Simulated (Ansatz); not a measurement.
`CNBB(O)S` + `CC[SiH2][SiH3]` → `CCBNC` + `OB(S)[SiH2][SiH3]`  (redistribution)

Isolated molecules relaxed with PBE0-D4/def2-TZVP in Ansatz; ΔE leaves out vibrations. CBS: MP2 limit from def2 TZ/QZ plus the TZ coupled-cluster correction, frozen cores. One conformer a species, not always the lowest.

`CNBB(O)S`:

Cartesian coordinates in Å:
```
C 2.319 -0.484 0.002
N 0.993 0.067 -0.154
B -0.208 -0.502 0.234
B -1.679 0.320 -0.022
O -2.781 0.181 0.768
S -1.801 1.467 -1.427
H 2.813 -0.611 -0.966
H 2.244 -1.459 0.482
H 2.950 0.161 0.622
H 0.982 0.974 -0.600
H -0.148 -1.579 0.774
H -2.640 -0.455 1.475
H -3.044 1.920 -1.186
```

`CC[SiH2][SiH3]`:

Cartesian coordinates in Å:
```
C -1.795 0.112 -0.535
C -0.822 -1.048 -0.344
Si 0.989 -0.546 -0.468
Si 1.561 1.055 1.144
H -1.656 0.592 -1.507
H -1.658 0.881 0.229
H -2.833 -0.224 -0.480
H -0.978 -1.522 0.631
H -1.004 -1.827 -1.092
H 1.264 0.023 -1.820
H 1.869 -1.736 -0.290
H 1.283 0.535 2.512
H 0.775 2.306 0.961
H 3.006 1.398 1.059
```

`CCBNC`:

```xyz
15

C     1.564   -0.832   -1.110
C     0.470    0.150   -1.509
B    -0.560    0.563   -0.394
N    -0.482    0.068    0.901
C    -1.362    0.373    2.003
H     1.143   -1.783   -0.766
H     2.235   -1.063   -1.941
H     2.183   -0.436   -0.299
H    -0.101   -0.248   -2.359
H     0.919    1.072   -1.904
H    -1.455    1.331   -0.637
H     0.258   -0.577    1.134
H    -2.129    1.069    1.663
H    -1.860   -0.525    2.383
H    -0.823    0.838    2.835
```

`OB(S)[SiH2][SiH3]`:

Z-matrix (Å, degrees):
```
Si
Si 1 2.342
B 1 2.021 2 108.7
H 1 1.490 2 109.1 3 -122.6
H 1 1.492 2 108.0 3 119.7
H 2 1.488 1 110.2 3 60.0
H 2 1.489 1 109.7 3 -59.3
H 2 1.488 1 111.5 3 -179.3
S 3 1.817 1 121.7 2 92.8
O 3 1.356 1 118.6 2 -84.2
H 9 1.341 3 97.0 1 4.4
H 10 0.963 3 115.6 1 177.8
```

```json
{"species": "`CNBB(O)S`", "CCSD(T)/CBS(def2) energy (Eh)": "-619.61702"}
{"species": "`CC[SiH2][SiH3]`", "CCSD(T)/CBS(def2) energy (Eh)": "-660.27614"}
{"species": "`CCBNC`", "CCSD(T)/CBS(def2) energy (Eh)": "-199.71933"}
{"species": "`OB(S)[SiH2][SiH3]`", "CCSD(T)/CBS(def2) energy (Eh)": "-1080.17827"}
```

(1) Work out ΔE.

Largest T1 diagnostic among the species: 0.014.

## Answers

(1) ΔE = (-199.71933) + (-1080.17827) − (-619.61702) − (-660.27614) = -0.00444 Eh = -11.7 kJ/mol.
